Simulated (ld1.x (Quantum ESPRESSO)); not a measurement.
Logarithmic derivatives: As (Z = 33), RRKJ

As, norm-conserving RRKJ (Kleinman–Bylander form), made with ld1.x (Quantum ESPRESSO) 7.5 (PW91, fully relativistic). Core [Ar] 3d10, reference 4s1.75 4p3.25. Waves: 4p (bound): rc 1.35 bohr; 4d channel at 0.4 Ry: rc 1.60 bohr; 4s (bound): rc 1.80 bohr. Local part: the s channel. Core correction: Bessel-smoothed model core inside 0.65 bohr. rho0 = 0.02.

Open shells are filled in proportion to 2j + 1 (rel_dist='average').

The phase is arctan(r·u′/u) with u = r·R(r), unwrapped; energies in Ry, scanned from -3 to 5 Ry. A pole is an energy at which the radial function vanishes at the test radius. The pseudo phase is shifted by a multiple of π to meet the all-electron one at the reference energy, and phase errors are pseudo minus all-electron; the curves can meet again beyond the range given. Levels narrower than the energy grid can be missing from the lists of poles.

Task: For each channel, where are the poles, and over which energies does the pseudopotential scatter like the atom?

Result:

```tsv
channel	radius (bohr)	reference energy (Ry)	poles, all-electron	poles, pseudo	unbroken range about the reference energy with phases within 0.05 rad	phase error 1 Ry above the reference energy (rad)
s	1.96	-1.09	1.69	1.56	below 3.9	-0.003
p1/2	1.96	-0.41	3.21	3.54	above -2.8	+0.012
p3/2	1.96	-0.39	3.35	3.40	the whole range	+0.001
d3/2	1.96	0.40	-2.98	none	above -2.5	-0.011
d5/2	1.96	0.40	-2.92	none	above -2.4	-0.013
```

Note: ghost states, extra bound levels that the all-electron valence spectrum of the same l lacks: p3/2 at -166.5 eV, d3/2 at -105.6 eV, d5/2 at -103.7 eV, p1/2 at -44.7 eV. A true bound ghost makes a file unfit for plane-wave use.

Phases in the d5/2 channel:

| E (Ry) | all-electron | pseudo |
| --- | --- | --- |
| -3.00 | -1.296 | -1.825 |
| -2.76 | -1.717 | -1.834 |
| -2.52 | -1.784 | -1.844 |
| -2.28 | -1.816 | -1.855 |
| -2.04 | -1.840 | -1.867 |
| -1.80 | -1.861 | -1.880 |
| -1.56 | -1.881 | -1.895 |
| -1.32 | -1.901 | -1.912 |
| -1.08 | -1.923 | -1.931 |
| -0.84 | -1.948 | -1.954 |
| -0.60 | -1.976 | -1.980 |
| -0.36 | -2.009 | -2.011 |
| -0.12 | -2.048 | -2.049 |
| 0.12 | -2.095 | -2.095 |
| 0.36 | -2.154 | -2.154 |
| 0.60 | -2.228 | -2.228 |
| 0.84 | -2.326 | -2.328 |
| 1.08 | -2.458 | -2.462 |
| 1.32 | -2.636 | -2.646 |
| 1.56 | -2.874 | -2.893 |
| 1.80 | -3.169 | -3.197 |
| 2.04 | -3.481 | -3.514 |
| 2.28 | -3.758 | -3.789 |
| 2.52 | -3.974 | -4.000 |
| 2.76 | -4.135 | -4.155 |
| 3.00 | -4.253 | -4.269 |
| 3.24 | -4.342 | -4.354 |
| 3.48 | -4.411 | -4.419 |
| 3.72 | -4.466 | -4.471 |
| 3.96 | -4.510 | -4.513 |
| 4.20 | -4.547 | -4.547 |
| 4.44 | -4.578 | -4.576 |
| 4.68 | -4.605 | -4.601 |
| 4.92 | -4.628 | -4.623 |
